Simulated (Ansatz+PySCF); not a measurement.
A calculation with Ansatz (development build ahead of 0.2.0).

```yaml
crystal:
  periodic: [false, false, false]
  atoms:
    - { symbol: Mn, position_ang: [0.0, 0.0, 0.0] }
    - { symbol: O, position_ang: [0.0, 0.0, 1.71184] }
basis:
  gaussian: { orbitals: def2-SVP }
magnetization:
  spin_polarized: true
  initial_magnetization: 5
hamiltonian:
  xc: { name: wB97X }
```

The input is written out in the form of the current development build from the run's settings.

Results

```json
{
  "Converged": "yes",
  "Total energy": "-1225.91517 hartree",
  "Spin squared of the determinant": "8.898",
  "Stability test": "minimum",
  "Occupied orbitals by symmetry in an Abelian subgroup (alpha; beta)": "10 A1 1 A2 4 B1 4 B2; 8 A1 3 B1 3 B2"
}
```

Caution: another spin multiplicity may lie lower.
